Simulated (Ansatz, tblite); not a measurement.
Adding an electron: BeF₂⁺. The state is a doublet with charge 1. Geometry: r2SCAN-D4/def2-TZVP. Ansatz, gas phase; energy differences of separate SCF runs; the reduced species is a singlet (the triplet lies 8.75 eV higher at PBE0-D4/def2-TZVP).

```
atom   x (Å)   y (Å)   z (Å)
 Be1   0.002   0.000   0.002
  F2   0.336  -1.405   0.005
  F3  -0.337   1.404  -0.007
```

The xTB rows come from tblite. The structure comes from a short search, and lower isomers may exist.

(1) Estimate orbital energies and vertical electron affinities at: GFN1-xTB; GFN2-xTB; PBE-D4/def2-TZVP; r2SCAN-D4/def2-TZVP; PBE0-D4/def2-TZVP.

Results:

(1) 
| level | −HOMO (eV) | −LUMO (eV) | vertical EA (eV) | HOMO–LUMO gap (eV) |
| --- | --- | --- | --- | --- |
| GFN1-xTB | – | – | 18.66 | – |
| GFN2-xTB | – | – | 18.73 | – |
| PBE-D4/def2-TZVP | 18.79 | 18.53 | 14.01 | 0.26 |
| r2SCAN-D4/def2-TZVP | 18.85 | 18.35 | 14.19 | 0.50 |
| PBE0-D4/def2-TZVP | 19.37 | 17.53 | 14.53 | 1.84 |

  HOMO and LUMO are the levels of the spin that leaves or enters (xTB has no such levels and no spin-polarisation term). Other spin states of the ions may lie lower, which would lower the ionisation energy or raise the affinity. Raw xTB energy differences between charge states are shifted by several eV; the methods need an empirical correction for them.
